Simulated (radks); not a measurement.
Species: neutral bromine. Configuration: [Ar] 3d10 4s2 4p5.

Method: Dirac Kohn-Sham, SOGGA, spin-unpolarised, spherical densities, finite nucleus; open shells fill j = l - 1/2 first; Fermi nuclear charge, rms radius 4.1629 fm; computed with a radial shooting solver on a logarithmic mesh with Libxc functionals.

Energy parts (eV):
total: -70874.594
kinetic: 72673.722
electron-nucleus: -171250.096
Hartree: 30155.921
exchange-correlation: -2454.142

Orbitals (lengths in bohr, moments of r in powers of bohr; <r^-3> diverges for s and p1/2; r(90%) holds 90 % of the orbital's charge):
orbital  occ.  eigenvalue (eV)  <r^-3>      <r>  r(90%)  small-component weight
1s1/2       2        -13302.78       -  0.04277  0.0765                1.61e-02
2s1/2       2        -1730.703       -   0.1894   0.293                3.18e-03
2p1/2       2        -1558.893       -   0.1628   0.266                3.17e-03
2p3/2       4        -1511.445    1297   0.1667   0.272                3.10e-03
3s1/2       2        -237.4001       -   0.5517   0.822                7.66e-04
3p1/2       2        -177.6665       -   0.5573   0.852                7.14e-04
3p3/2       4        -170.8336   188.5   0.5678   0.867                6.94e-04
3d3/2       4         -67.1502   23.83   0.5882   0.970                5.73e-04
3d5/2       6         -66.0653   23.04   0.5923   0.977                5.67e-04
4s1/2       2         -19.9966       -    1.676    2.50                1.12e-04
4p1/2       2          -8.0837       -    2.071    3.21                7.51e-05
4p3/2       3          -7.5863   13.71    2.120    3.29                7.19e-05

The highest occupied level is 4p3/2 at -7.586 eV. The density falls to 0.001 e/bohr^3 at r = 4.15 bohr.
